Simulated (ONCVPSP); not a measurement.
# Transferability test, ONCV potential for zinc

| Item | Value |
| --- | --- |
| Element | Zn (Z = 30) |
| Generator | ONCVPSP 4.0.1 |
| Type | optimised norm-conserving Vanderbilt (ONCV) |
| Functional | PBEsol |
| Relativity | scalar-relativistic |
| Frozen core | [Ar] |
| Valence charge | 12 |
| Reference configuration | 3d10 4s2 |
| Partial waves | 4s: rc 1.80 bohr, ncon 4, nbas 9, qcut 3.1 1/bohr, 2 projectors, debl 1.3 Ha; p scattering state at 0.09 Ha: rc 1.50 bohr, ncon 4, nbas 8, qcut 6.1 1/bohr, 1 projector; 3d: rc 0.95 bohr, ncon 4, nbas 9, qcut 20.1 1/bohr, 2 projectors, debl 2.4 Ha |
| Local potential | polynomial inside 0.80 bohr (lpopt 5, dvloc0 4 Ha) |
| Core correction | Teter function, fcfact 5.75, rcfact 1.2 |

Energies are relative to the spin-unpolarised reference configuration 3d10 4s2; without spin polarisation the order of configurations can differ from experiment.

Task: Give the all-electron excitation energy and the error of the potential for: 3d10 4s1; 3d10 4s0; 3d9 4s0; 3d10 4s0 4p1.

Result:

```csv
valence configuration,charge,ΔE all-electron (eV),error AE − PS (meV)
3d10 4s1,+1,9.900,-6.8
3d10 4s0,+2,28.249,-18
3d9 4s0,+3,68.758,+44
3d10 4s0 4p1,+1,16.258,-12
```

Levels in the configuration 3d10 4s1:

```csv
level,all-electron (eV),pseudo (eV)
3d,-19.793,-19.740
4s,-13.986,-13.998
```

Note: ghosts flagged at negative energy: s at -74.2 eV; GHOST(+) flagged for p at 6.1 eV. A true bound ghost makes a file unfit for plane-wave use.
